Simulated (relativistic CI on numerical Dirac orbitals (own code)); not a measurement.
## Ce54+: sensitivity of the levels to the model

Base calculation: Dirac-Coulomb-Breit CI, KLI orbitals optimised for each configuration, a model potential for QED, unscaled Slater integrals.

CI space (outside the closed core 1s2): 2s2, 2s 2p, 2p2, 2p 3s, 2p 3p, 2s 3s, 2s 3p, 2s 3d, 2s 4s, 2s 4p, 2s 4d, 2s 4f, 3s2, 3s 3p, 3p2. Levels of other configurations are missing.

The lowest level and the first level of each name with at least 55 % of one term (blank where a level has no safe partner in the second run):

| Level | Base (eV) | Shift (eV) |
| --- | --- | --- |
| 2s2 1S_0 | 0.00 | 0.00 |
| 2s 2p 3P°_0 | 116.01 | +0.01 |
| 2s 2p 3P°_1 | 141.62 | +0.04 |
| 2p2 3P_0 | 334.70 | +0.17 |
| 2s 2p 3P°_2 | 615.17 | -0.02 |
| 2s 2p 1P°_1 | 684.61 | +0.07 |
| 2p2 3P_1 | 801.91 | -0.01 |
| 2p2 1D_2 | 818.49 | +0.28 |
| 2p2 3P_2 | 1310.79 | +0.16 |
| 2p2 1S_0 | 1363.32 | +0.20 |
| 2s 3s 3S_1 | 6334.71 |  |
| 2s 3s 1S_0 | 6358.52 |  |
| 2s 3p 3P°_0 | 6391.10 |  |
| 2s 3p 3P°_1 | 6392.02 |  |

At this charge energies of transitions that change n are usually good to better than 1 %, and those within a shell (Δn = 0) to a few per cent.

Question: One thing was changed in a second run, which moved the levels as shown. Which?
A. QED terms removed
B. Breit term removed
C. configuration mixing switched off
D. only the first 3 configurations

Answer: D. Only the first 3 configurations. With fewer configurations the levels that remain lose their mixing partners.

LS names give the leading component of a level, which can be under half, so a name can repeat, a term be missing and a line seem to break the LS rules.
